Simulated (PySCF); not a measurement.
Compound: C3H7FOSi.
Atom-mapped SMILES: `[F:1][C@@H:2]1[CH2:3][C@@H:4]1[O:5][SiH3:6]` (hydrogens: H7 on C2; H8, H9 on C3; H10 on C4; H11, H12, H13 on Si6)

Method: PBE0-D3(BJ)/def2-SVP geometry optimisation, gas phase (PySCF); density fitting, grid level 1; the optimiser is geomeTRIC in internal coordinates, started from a GFN2-xTB structure with every atom displaced at random (about 0.01 Å).

Step 0: E = -15845.5357 eV
```
atom  x, y, z in Å  |  force x, y, z in eV/Å
F1      0.0878    1.7458   -0.2174   -0.161  -0.100   0.134
C2     -0.9178    0.9120   -0.6298    0.843  -0.398   0.658
C3     -1.5616    0.0407    0.4041    2.048   0.267  -0.036
C4     -0.5856   -0.5536   -0.6218   -2.496   0.482  -0.448
O5      0.5913   -1.0729   -0.2782    0.098  -0.444  -0.052
Si6     1.9043   -0.4136    0.4466    0.145   0.284   0.258
H7     -1.4851    1.3626   -1.4224   -0.442   0.219  -0.614
H8     -1.1291    0.1374    1.4065   -0.081   0.079  -0.012
H9     -2.6019   -0.1466    0.3804   -1.339  -0.347  -0.151
H10    -1.0722   -1.1425   -1.4063   -0.029   0.026  -0.153
H11     1.5712    0.2055    1.7395   -0.022   0.158   0.401
H12     2.5763    0.5547   -0.4103    0.438   0.406  -0.336
H13     2.6284   -1.6463    0.5986    0.998  -0.633   0.351
```

**Question.** Estimate the geometry and energy of step 1. (The exact step hangs on the optimiser's Hessian estimate; all steps are aligned on step 0, rigid shifts and turns removed.)

**Answer.** E = -15845.7537 eV, largest force 0.765 eV/Å
```
atom  x, y, z in Å  |  force x, y, z in eV/Å
F1      0.0894    1.7048   -0.1416   -0.012  -0.091  -0.084
C2     -0.9236    0.9197   -0.6050   -0.133   0.123  -0.168
C3     -1.5880    0.0370    0.3968   -0.324  -0.124  -0.072
C4     -0.6719   -0.5531   -0.6486    0.583   0.051   0.492
O5      0.5558   -1.0750   -0.2825   -0.143   0.063  -0.043
Si6     1.9326   -0.4313    0.4311   -0.221  -0.035  -0.107
H7     -1.4892    1.4040   -1.4130    0.072   0.008   0.140
H8     -1.1749    0.1048    1.4058    0.043  -0.023   0.048
H9     -2.6729   -0.1448    0.3576    0.250   0.067  -0.053
H10    -1.1267   -1.1149   -1.4651   -0.057  -0.082  -0.132
H11     1.6051    0.2551    1.7158    0.037   0.029  -0.007
H12     2.6666    0.4816   -0.4936   -0.012   0.027   0.038
H13     2.8035   -1.6047    0.7319   -0.082  -0.013  -0.052
```

The energy changes by -0.2179 eV. The first-order estimate −F·Δx gives -0.5339 eV and the mean of the old and new forces, exact on a quadratic surface, -0.2216 eV. The step makes an angle of 68° with the force vector and moves no atom by more than 0.224 Å.

What follows is the cost of the whole optimisation. Time: 2.7 min of wall time; peak memory 0.54 GiB. Hardware: an Arm Neoverse N1 with one thread, no GPU (shared host).
